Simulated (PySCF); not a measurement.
[Ho(H2CO)]3+ at several levels of theory

Computed with PySCF 2.14.0 (density fitting, no spin-orbit coupling) at the geometry relaxed with PBE0:

```xyz
5
[Ho(H2CO)]3+ (singlet in the valence; each metal's 4f electrons, 10 of them, lie in its core potential, out of spins and levels)
Ho    0.0000    0.0000   -0.1767
O     0.0000    0.0000    1.8747
C     0.0000    0.0000    3.1446
H     0.9727    0.0000    3.6873
H    -0.9727    0.0000    3.6873
```

```tsv
level	basis	state	HOMO (eV)	gap (eV)	charge on Ho1 (e)	population of f-type functions on Ho1 (polarisation alone where 4f lies in the core)	dipole about the centre of mass (D)	largest force component (eV/Å)
PBE0	Ho lcecp-1-SVP with ECP56, O def2-SVP, C def2-SVP, H def2-SVP	singlet	-25.43	5.83	2.43	0.03	5.15	0.00
HF	the same	singlet	-28.92	12.76	2.60	0.03	4.40	0.83
PBE0	Ho lcecp-1-TZVP with ECP56, O def2-TZVP, C def2-TZVP, H def2-TZVP	singlet	-25.39	5.86	2.52	0.03	5.21	0.40
```

In the lcecp rows the 4f levels are missing from HOMO and gap, and the state counts the valence alone.

Charges are Mulliken's, which hang on the basis. The relaxation used the grid (50, 194), these runs (75, 302) or, all-electron (x2c bases, spin-free X2C Hamiltonian), (99, 590).

Q: What does TPSS with Ho lcecp-1-SVP with ECP56, O def2-SVP, C def2-SVP, H def2-SVP give here?

A: state singlet, HOMO (eV) -24.20, gap (eV) 3.72, charge on Ho1 (e) 2.39, population of f-type functions on Ho1 (polarisation alone where 4f lies in the core) 0.03, dipole about the centre of mass (D) 5.45, largest force component (eV/Å) 0.79. Time: 6.4 s on 2 threads of Arm Neoverse N1, on a shared host, from an already converged density.

In the first row's basis the gap widens with exact exchange: 3.7 eV for TPSS (none); 5.8 eV for PBE0 (a fixed share); 12.8 eV for Hartree–Fock (rising or full at long range).

An lcecp potential fixes the number of 4f electrons, so in runs with it no electron can move into or out of that shell.
